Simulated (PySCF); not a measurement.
Mg(Br)(OSiH3) (BrH₃MgOSi), SMILES [SiH3][O][Mg][Br]. Atoms are numbered in the order given.

```xyz
7

Mg     0.0000     0.0000    -0.1073
Br     0.0000     0.0000     2.2361
O      0.0000     0.0000    -1.8982
Si     0.0000     0.0000    -3.5392
H      1.2099    -0.6985    -4.0809
H      0.0000     1.3970    -4.0809
H     -1.2099    -0.6985    -4.0809
```

Coordinates come from a r2SCAN-D4/def2-SVP optimisation. The structure was generated by enumeration; whether it is a known compound was not checked. One conformer was computed; it need not be the lowest.

All values below come from PBE/def2-TZVP in PySCF.

Symmetry labels are those of the subgroup Cs that the program uses (full group C3v).

### Question
List the valence orbital energies around the gap with their symmetry. (The exact figures need the calculation; the answer reports its results.)

### Answer

| orbital | symmetry | energy (eV) |
|---|---|---|
| HOMO−7 | A' | -9.77 |
| HOMO−6 | A' | -8.71 |
| HOMO−5 | A" | -8.71 |
| HOMO−4 | A' | -8.33 |
| HOMO−3 | A' | -7.19 |
| HOMO−2 | A" | -7.19 |
| HOMO−1 | A' | -6.86 |
| HOMO | A" | -6.86 |
| LUMO | A' | -2.53 |
| LUMO+1 | A" | -0.71 |
| LUMO+2 | A' | -0.71 |
| LUMO+3 | A' | 0.08 |
